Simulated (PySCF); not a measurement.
Bonding in `CO[C@@H]1C[C@@H]1C#CC=O`

Species: C7H8O2.
SMILES with atom numbers: `[CH3:1][O:2][C@@H:3]1[CH2:4][C@@H:5]1[C:6]#[C:7][CH:8]=[O:9]` (hydrogens: H10, H11, H12 on C1; H13 on C3; H14, H15 on C4; H16 on C5; H17 on C8)

Geometry (GFN2-xTB, Å), atoms numbered from 1 in this order:
```xyz
17
C7H8O2 angstrom
C     -1.893    0.867    0.892
O     -1.299   -0.395    1.104
C     -1.109   -1.121   -0.055
C     -0.019   -2.129   -0.069
C      0.131   -0.886   -0.924
C      1.066    0.104   -0.540
C      1.844    0.949   -0.163
C      2.767    1.945    0.247
O      3.326    2.733   -0.474
H     -2.860    0.768    0.384
H     -2.044    1.303    1.877
H     -1.240    1.515    0.298
H     -2.028   -1.329   -0.605
H     -0.182   -3.071   -0.568
H      0.595   -2.182    0.817
H      0.001   -0.996   -1.995
H      2.938    1.936    1.344
```

Bond orders from the PBE0/pcSseg-1 density (PySCF). Isolated species at its GFN2-xTB geometry (one conformer only).

(1) Where do the orders between heavy atoms depart from those drawn in the SMILES?

(2) Give the Mayer order of every bond, beside its length.

Results:

(1) The largest departure is 0.748, at C6–C7 (drawn triple, 2.252). Drawn single, order above 1.12: C5–C6 (1.178) and C7–C8 (1.132). Drawn single, order below 0.88: C5–C3 (0.847). Drawn double or triple, more than 0.30 short of the drawn order: C6–C7 (2.252).

(2) 
| bond | drawn as | length (Å) | Mayer order |
| --- | --- | --- | --- |
| C1–O2 | single | 1.411 | 0.910 |
| O2–C3 | single | 1.380 | 0.999 |
| C3–C4 | single | 1.485 | 0.976 |
| C4–C5 | single | 1.516 | 0.900 |
| C5–C6 | single | 1.415 | 1.178 |
| C6–C7 | triple | 1.209 | 2.252 |
| C7–C8 | single | 1.419 | 1.132 |
| C8–O9 | double | 1.205 | 1.954 |
| C5–C3 | single | 1.533 | 0.847 |
| C1–H10 | single | 1.096 | 0.959 |
| C1–H11 | single | 1.088 | 0.974 |
| C1–H12 | single | 1.095 | 0.957 |
| C3–H13 | single | 1.091 | 0.941 |
| C4–H14 | single | 1.079 | 0.947 |
| C4–H15 | single | 1.079 | 0.946 |
| C5–H16 | single | 1.084 | 0.909 |
| C8–H17 | single | 1.110 | 0.926 |

By pair of heavy elements: C–O: lowest C1–O2 (0.910, 1.411 Å), highest C8–O9 (1.954, 1.205 Å). C–C: lowest C5–C3 (0.847, 1.533 Å), highest C6–C7 (2.252, 1.209 Å).

Sum the orders of all bonds at each heavy atom with more than one neighbour and set the sums beside the valence in the SMILES.

C1 3.800 (drawn 4), O2 1.909 (drawn 2), C3 3.763 (drawn 4), C4 3.769 (drawn 4), C5 3.834 (drawn 4), C6 3.430 (drawn 4), C7 3.384 (drawn 4), C8 4.012 (drawn 4). Orders between atoms that aren't bonded are not in these sums.

Mayer orders depend on the basis set.

The run behind these numbers computed NMR shieldings as well. Time: 28 s; peak memory 0.85 GiB. Hardware: one thread of an Arm Neoverse V1, no GPU, shared host with 32 logical CPUs at a one-minute load of 9.3.
